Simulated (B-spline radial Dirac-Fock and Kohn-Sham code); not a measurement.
## Mo⁶⁺: L2-M23M23 lines in intermediate coupling

System: the Mo⁶⁺ ion, [Ar] 3d10 4s2 4p6, inside a Watson sphere of charge -6 and radius 3 Å (a model of the Madelung potential; inside it an electron's potential energy is raised by 28.8 eV).

The run's input, task.json:

```json
{"items": [{
  "Z": 42,
  "q": 6,
  "cfg": [[1, 0, 2], [2, 0, 2], [2, 1, 6], [3, 0, 2], [3, 1, 6], [3, 2, 10], [4, 0, 2], [4, 1, 6]],
  "A": 98,
  "rrms": 4.4091,
  "watson": [-6, 3.0],
  "do": ["binding", "quiet", "double"]
}]}
```

Run with: `python xray_run.py task.json out`

Method: multi-electron Dirac-Fock with separately optimised hole states, Breit and Lamb-shift corrections added in first order. Computed with a radial finite-basis atomic code. The two-hole levels come from diagonalising the Coulomb interaction among the jj configurations; intensities are independent-particle Coulomb rates. Kinetic energies are from the vacuum level. Correlation and solid-state effects are left out.

| kinetic energy (eV) | J | leading jj holes (weight) | leading LS term (weight) |
| --- | --- | --- | --- |
| 1682.8 | 0 | M2M2 (0.94) | ¹S0 (0.58) |
| 1703.8 | 2 | M2M3 (0.98) | ¹D2 (0.80) |
| 1709.0 | 1 | M2M3 (1.00) | ³P1 (1.00) |
| 1717.7 | 0 | M3M3 (0.94) | ³P0 (0.58) |
| 1725.4 | 2 | M3M3 (0.98) | ³P2 (0.80) |

The intensity is shared as follows: 1703.8 eV 52.3 %, 1709.0 eV 23.7 %, 1682.8 eV 23.3 %, 1725.4 eV 0.7 %, 1717.7 eV 0.1 %.

The strongest line, by its leading LS label ¹D2, lies at 1703.8 eV. The mean weight of the leading component is 0.97 in jj and 0.75 in LS coupling, so jj labels describe these levels better.
